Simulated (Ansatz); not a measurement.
Z-matrix (Å, degrees):
```
Al
Ga 1 2.729
Cl 1 2.197 2 67.7
F 1 1.723 2 58.9 3 114.5
H 1 1.671 2 48.7 3 -118.4
H 1 1.568 2 170.0 3 -150.2
```

The species carries charge 0 and has multiplicity 1. The bonds changed during the relaxation, so this is another structure than the one it started from.

Problem. List the PBE/def2-TZVPP orbital energies in eV (the Gaussian-basis code of Ansatz). (Best estimate.)

Solution. The calculation gave: Occupied: -10094.38, -2738.76, -1507.01, -1234.21, -1093.88, -1093.87, -1093.85, -659.44, -249.34, -189.96, -189.92, -189.87, -143.91, -107.23, -98.37, -98.35, -98.30, -69.23, -69.21, -69.11, -28.70, -20.44, -20.37, -20.35, -20.33, -20.32, -19.98, -12.06, -11.10, -10.01, -9.65, -9.05, -8.20, -7.89, -7.52, -6.76. Lowest empty: -2.18, -2.08, -1.45, -0.03, 0.24, 1.39, 1.86, 2.63.
